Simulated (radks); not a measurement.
Problem. The mean radii <r> (bohr) of the occupied orbitals of an atom or ion are listed with their occupations. Calculated with a radial shooting solver on a logarithmic mesh with Libxc functionals: non-relativistic Kohn-Sham, TPSS, spin-polarised, spherical densities, point nucleus; meta-GGA in the generalised Kohn-Sham scheme.

| orbital | occ. | <r> |
|---|---|---|
| 1s up | 1 | 0.04367 |
| 1s down | 1 | 0.04367 |
| 2s up | 1 | 0.1927 |
| 2s down | 1 | 0.1925 |
| 2p up | 3 | 0.1665 |
| 2p down | 3 | 0.1663 |
| 3s up | 1 | 0.5096 |
| 3s down | 1 | 0.5111 |
| 3p up | 3 | 0.5008 |
| 3p down | 3 | 0.5027 |
| 3d up | 2 | 0.4618 |

Name the element and its charge. Open shells, if any, are filled with parallel spins first.

Solution. Z = 35, bromine, charge +15: Br15+ in [Ar] 3d2. The 1s radius gives Z: for a bare nucleus <r> = 1.5/Z, 0.04286 bohr for Z = 35, and screening makes it slightly larger (0.04367 here). The occupations add up to 20, and the charge is Z minus that.
